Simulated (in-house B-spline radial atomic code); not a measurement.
A fraction x of an electron is removed from 4d in Gd IV (Gd3+), starting from [Xe] 4f7 and keeping the highest spin. Level of theory: scalar-relativistic (X2C) CAM-B3LYP, spin-polarised, spherical fractional occupations, Fermi nucleus of rms radius 5.1569 fm; calculated with an all-electron radial atomic-structure program (B-spline basis).

Caution: exact exchange at fractional occupations of open shells leaves self-interaction of up to several eV.

```tsv
x	E(x) - E(0) (eV)	4d down level (eV)
0	0.0000	-173.967
0.11	19.2487	-176.015
0.13	22.7728	-176.391
0.34	60.2331	-180.391
0.47	83.8477	-182.917
0.5	?	?
0.57	?	?
0.66	118.9578	-186.674
0.79	143.3948	-189.286
0.88	160.5128	-191.114
```

Q: What belongs in the row x = 0.5?

A: An energy change of 89.3441 eV; 4d down at -183.506 eV.

Q: What belongs in the row x = 0.57?

A: An energy change of 102.2377 eV; 4d down at -184.885 eV.

Q: Check Janak's theorem between x = 0.11 and 0.13.

A: The slope of the energy is 176.21 eV; the orbital levels give 176.20 eV (-ε of the emptying orbital, averaged over the two points).
